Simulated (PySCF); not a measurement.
Ligand exchange on a metal centre used in film growth or etching (Zn Cl-Br). All species are isolated molecules in the gas phase.

The charge on the central atom (meta-Löwdin) from two functionals at the same geometries (r2SCAN-D4/def2-SVP), both in PySCF: PBE-D3(BJ)/def2-TZVP and TPSSh-D3(BJ)/def2-TZVP. 

```tsv
species	PBE-D3(BJ)/def2-TZVP (e)
0 of 2 Cl replaced by Br ([Zn(Cl)2])	1.19
1 of 2 Cl replaced by Br ([Zn(Cl)(Br)])	1.16
2 of 2 Cl replaced by Br ([Zn(Br)2])	1.14
```

Q: What does TPSSh-D3(BJ)/def2-TZVP give for each?

A: 
- 0 of 2 Cl replaced by Br ([Zn(Cl)2]): 1.24
- 1 of 2 Cl replaced by Br ([Zn(Cl)(Br)]): 1.21
- 2 of 2 Cl replaced by Br ([Zn(Br)2]): 1.18
Over these rows, drawn at random from the members with no instability flagged (it was tested for open shells, ions and some series alone), PBE minus TPSSh-D3(BJ): mean -0.05 e, from -0.05 e to -0.05 e.
